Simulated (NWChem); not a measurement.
System: CdF₂; SMILES [F][Cd][F]

Here is an NWChem input.

```
start job
memory heap 200 mb stack 900 mb global 1100 mb
geometry units angstroms noautoz
  Cd     0.000000     0.000000    -0.460144
  F      1.918585     0.000000    -0.460090
  F     -1.918585     0.000000    -0.460090
end
basis spherical
  * library def2-tzvp
end
ecp
  Cd library def2-ecp
end
dft
  xc xpbe96 cpbe96
  iterations 150
  mulliken
end
task dft energy
```

Parts of the log:

```
             Northwest Computational Chemistry Package (NWChem) 7.3.0
             --------------------------------------------------------

 ORDER OF PRIMARY AXIS IS BEING SET TO 4
 D4H symmetry detected

                             Geometry "geometry" -> ""
                             -------------------------

 Output coordinates in angstroms (scale by  1.889725989 to convert to a.u.)

  No.       Tag          Charge          X              Y              Z
 ---- ---------------- ---------- -------------- -------------- --------------
    1 Cd                  48.0000     0.00000000     0.00000000     0.00000000
    2 F                    9.0000     0.00000000     0.00000000     1.91858500
    3 F                    9.0000     0.00000000     0.00000000    -1.91858500

 Effective nuclear repulsion energy (a.u.)     249.4759532261

      Symmetry information
      --------------------

 Group name             D4h
 Group number             28
 Group order              16
 No. of unique centers     2

 Summary of "ao basis" -> "ao basis" (spherical)
 ------------------------------------------------------------------------------
       Tag                 Description            Shells   Functions and Types
 ---------------- ------------------------------  ------  ---------------------
 Cd                        def2-tzvp                14       40   6s4p3d1f
 F                         def2-tzvp                11       31   5s3p2d1f

      Symmetry analysis of basis
      --------------------------

        a1g        20
        a1u         0
        a2g         0
        a2u        16
        b1g         6
        b1u         4
        b2g         6
        b2u         4
        eg         20
        eu         26

            General Information
            -------------------
          SCF calculation type: DFT
          Wavefunction type:  closed shell.
          No. of atoms     :     3
          No. of electrons :    38
           Alpha electrons :    19
            Beta electrons :    19
          Charge           :     0
          Spin multiplicity:     1
          Use of symmetry is: on ; symmetry adaption is: on
          Maximum number of iterations: 150
          AO basis - number of functions:   102
                     number of shells:    36
          Convergence on energy requested:  1.00D-06
          Convergence on density requested:  1.00D-05
          Convergence on gradient requested:  5.00D-04

              XC Information
              --------------
          PerdewBurkeErnzerhof Exchange Functional  1.000
            Perdew 1991 LDA Correlation Functional  1.000 local
           PerdewBurkeErnz. Correlation Functional  1.000 non-local

             Grid Information
             ----------------
          Grid used for XC integration:  medium
          Radial quadrature: Mura-Knowles
          Angular quadrature: Lebedev.
          Tag              B.-S. Rad. Rad. Pts. Rad. Cut. Ang. Pts.
          ---              ---------- --------- --------- ---------
          Cd                  1.55      123           7.0       590
          F                   0.50       49          10.0       434
          Grid pruning is: on
          Number of quadrature shells:   172
          Spatial weights used:  Erf1

      Superposition of Atomic Density Guess
      -------------------------------------

 Sum of atomic energies:        -390.75105307

      Non-variational initial energy
      ------------------------------

 Total energy =    -365.561623
 1-e energy   =    -796.273195
 2-e energy   =     320.247095
 HOMO         =      -0.554325
 LUMO         =      -0.132393

      Symmetry analysis of molecular orbitals - initial
      -------------------------------------------------

 !! scf_movecs_sym_adapt:   20 vectors were symmetry contaminated

  Symmetry fudging

 !! scf_movecs_sym_adapt:    8 vectors were symmetry contaminated

  Numbering of irreducible representations:

     1 a1g         2 a1u         3 a2g         4 a2u         5 b1g
     6 b1u         7 b2g         8 b2u         9 eg         10 eu

  Orbital symmetries:

     1 a1g         2 a2u         3 a1g         4 a2u         5 eu
     6 eu          7 a1g         8 a2u         9 a1g        10 eg
    11 eg         12 b2g        13 b1g        14 a2u        15 eu
    16 eu         17 eg         18 eg         19 a1g        20 a1g
    21 eu         22 eu         23 a2u        24 a1g        25 eu
    26 eu         27 a2u        28 a1g        29 b2g

     ---------------------------------------------
      Total Density - Mulliken Population Analysis
     ---------------------------------------------

    Atom       Charge   Shell Charges
 -----------   ------   -------------------------------------------------------
    1 Cd  20    18.39   0.04 -0.41  1.57  0.81  0.28  0.08  5.18  0.82  0.06  0.01  5.98  3.26  0.73  0.00
    2 F    9     9.80   0.77  1.20  0.62  1.02  0.36  2.41  2.38  1.04  0.00  0.00  0.00
    3 F    9     9.80   0.77  1.20  0.62  1.02  0.36  2.41  2.38  1.04  0.00  0.00  0.00

   convergence    iter        energy       DeltaE   RMS-Dens  Diis-err
 ---------------- ----- ----------------- --------- --------- ---------
 d= 0,ls=0.0,diis     1   -367.2210659269 -4.78D+02  2.79D-02  1.42D+00
 d= 0,ls=0.0,diis     2   -365.7706464388  1.45D+00  1.82D-02  1.70D+01

 !! scf_movecs_sym_adapt:    2 vectors were symmetry contaminated

  Symmetry fudging
 d= 0,ls=0.0,diis     3   -367.3843572863 -1.61D+00  1.31D-03  3.88D-02
 d= 0,ls=0.0,diis     4   -367.3866222913 -2.27D-03  5.32D-04  1.94D-02
 d= 0,ls=0.0,diis     5   -367.3877343172 -1.11D-03  1.00D-04  3.93D-04
  Resetting Diis
 d= 0,ls=0.0,diis     6   -367.3877606905 -2.64D-05  1.19D-05  1.31D-05
 d= 0,ls=0.0,diis     7   -367.3877615683 -8.78D-07  1.42D-05  4.56D-07
 d= 0,ls=0.0,diis     8   -367.3877612986  2.70D-07  8.58D-06  3.81D-06

         Total DFT energy =     -367.387761298614
      One electron energy =     -796.599328178280
           Coulomb energy =      354.954983853660
    Exchange-Corr. energy =      -36.207893775584
 Nuclear repulsion energy =      110.464476801590

 Numeric. integr. density =       38.000004586538

                  Occupations of the irreducible representations
                  ----------------------------------------------

                     irrep           alpha         beta
                     --------     --------     --------
                     a1g               5.0          5.0
                     a1u               0.0          0.0
                     a2g               0.0          0.0
                     a2u               4.0          4.0
                     b1g               1.0          1.0
                     b1u               0.0          0.0
                     b2g               1.0          1.0
                     b2u               0.0          0.0
                     eg                4.0          4.0
                     eu                4.0          4.0

                       DFT Final Molecular Orbital Analysis
                       ------------------------------------

 Vector   17  Occ=2.000000D+00  E=-3.203532D-01  Symmetry=eu
              MO Center= -5.1D-15,  2.2D-15, -1.1D-13, r^2= 4.1D+00
   Bfn.  Coefficient  Atom+Function         Bfn.  Coefficient  Atom+Function
  ----- ------------  ---------------      ----- ------------  ---------------
    46      0.342606  2 F  px                77      0.342606  3 F  px
    49      0.269670  2 F  px                80      0.269670  3 F  px
    52      0.211753  2 F  px                83      0.211753  3 F  px
    13      0.093202  1 Cd px                 7     -0.068658  1 Cd px
    16      0.052219  1 Cd px                47     -0.036636  2 F  py

 Vector   18  Occ=2.000000D+00  E=-2.998225D-01  Symmetry=eg
              MO Center=  6.0D-19, -6.0D-17, -9.4D-14, r^2= 3.9D+00
   Bfn.  Coefficient  Atom+Function         Bfn.  Coefficient  Atom+Function
  ----- ------------  ---------------      ----- ------------  ---------------
    47      0.314360  2 F  py                78     -0.314360  3 F  py
    50      0.246407  2 F  py                81     -0.246407  3 F  py
    53      0.196394  2 F  py                84     -0.196394  3 F  py
    20     -0.177101  1 Cd d -1              46      0.154017  2 F  px
    77     -0.154017  3 F  px                49      0.120724  2 F  px

 Vector   19  Occ=2.000000D+00  E=-2.998225D-01  Symmetry=eg
              MO Center= -4.2D-15,  2.0D-15,  1.3D-13, r^2= 3.9D+00
   Bfn.  Coefficient  Atom+Function         Bfn.  Coefficient  Atom+Function
  ----- ------------  ---------------      ----- ------------  ---------------
    46      0.314360  2 F  px                77     -0.314360  3 F  px
    49      0.246407  2 F  px                80     -0.246407  3 F  px
    52      0.196394  2 F  px                83     -0.196394  3 F  px
    22      0.177101  1 Cd d  1              47     -0.154017  2 F  py
    78      0.154017  3 F  py                50     -0.120724  2 F  py

 Vector   20  Occ=0.000000D+00  E=-1.230776D-01  Symmetry=a1g
              MO Center= -3.0D-15,  1.6D-15,  8.2D-16, r^2= 3.6D+00
   Bfn.  Coefficient  Atom+Function         Bfn.  Coefficient  Atom+Function
  ----- ------------  ---------------      ----- ------------  ---------------
     6      0.625090  1 Cd s                  5      0.591064  1 Cd s
     3     -0.320797  1 Cd s                 21      0.247359  1 Cd d  0
    48      0.211714  2 F  pz                79     -0.211714  3 F  pz
    45     -0.187939  2 F  s                 76     -0.187939  3 F  s
     2      0.177533  1 Cd s                  4     -0.175998  1 Cd s

 Vector   21  Occ=0.000000D+00  E=-4.070548D-02  Symmetry=eu
              MO Center= -7.8D-16, -1.3D-15, -1.2D-16, r^2= 4.9D+00
   Bfn.  Coefficient  Atom+Function         Bfn.  Coefficient  Atom+Function
  ----- ------------  ---------------      ----- ------------  ---------------
    17      0.714801  1 Cd py                14      0.430523  1 Cd py
     8     -0.223011  1 Cd py                53     -0.121680  2 F  py
    84     -0.121680  3 F  py                47     -0.115143  2 F  py
    78     -0.115143  3 F  py                16      0.087210  1 Cd px
    50     -0.083658  2 F  py                81     -0.083658  3 F  py

 Vector   22  Occ=0.000000D+00  E=-4.070548D-02  Symmetry=eu
              MO Center= -2.1D-14, -5.4D-15, -4.7D-16, r^2= 4.9D+00
   Bfn.  Coefficient  Atom+Function         Bfn.  Coefficient  Atom+Function
  ----- ------------  ---------------      ----- ------------  ---------------
    16      0.714801  1 Cd px                13      0.430523  1 Cd px
     7     -0.223011  1 Cd px                52     -0.121680  2 F  px
    83     -0.121680  3 F  px                46     -0.115143  2 F  px
    77     -0.115143  3 F  px                17     -0.087210  1 Cd py
    49     -0.083658  2 F  px                80     -0.083658  3 F  px

     ---------------------------------------------
      Total Density - Mulliken Population Analysis
     ---------------------------------------------

    Atom       Charge   Shell Charges
 -----------   ------   -------------------------------------------------------
    1 Cd  20    19.01   0.04 -0.44  1.66  0.74  0.68  0.05  5.25  0.76  0.22  0.07  5.88  3.21  0.87  0.00
    2 F    9     9.50   0.77  1.20  0.62  0.96  0.42  2.26  2.06  1.20  0.00  0.01  0.00
    3 F    9     9.50   0.77  1.20  0.62  0.96  0.42  2.26  2.06  1.20  0.00  0.01  0.00

     -------------------------------------------
      Total Density - Lowdin Population Analysis
     -------------------------------------------

    Atom       Charge   Shell Charges
 -----------   ------   -------------------------------------------------------
    1 Cd  20    19.17   0.00  0.01  0.96  0.96  0.48  0.19  4.48  1.45  0.37  0.17  5.49  3.50  1.10  0.00
    2 F    9     9.42   0.86  1.10  0.62  0.80  0.46  2.12  2.17  1.26  0.00  0.01  0.00
    3 F    9     9.42   0.86  1.10  0.62  0.80  0.46  2.12  2.17  1.26  0.00  0.01  0.00

     Multipole analysis of the density
     ---------------------------------

     L   x y z        total         alpha         beta         nuclear
     -   - - -        -----         -----         ----         -------
     0   0 0 0      0.000000    -19.000000    -19.000000     38.000000

     1   1 0 0      0.000000      0.000000      0.000000      0.000000
     1   0 1 0      0.000000      0.000000      0.000000      0.000000
     1   0 0 1     -0.000000     -0.000000     -0.000000      0.000000

     2   2 0 0    -20.431786    -10.215893    -10.215893      0.000000
     2   1 1 0     -0.000000     -0.000000     -0.000000      0.000000
     2   1 0 1      0.000000      0.000000      0.000000      0.000000
     2   0 2 0    -20.431786    -10.215893    -10.215893      0.000000
     2   0 1 1     -0.000000     -0.000000     -0.000000      0.000000
     2   0 0 2    -32.271553   -134.440551   -134.440551    236.609548
```

Level: PBE/def2-TZVP with def2 effective core potentials on Cd. The geometry was optimised at PBE0/def2-SVP. def2 effective core potentials on Cd; no spin-orbit coupling.
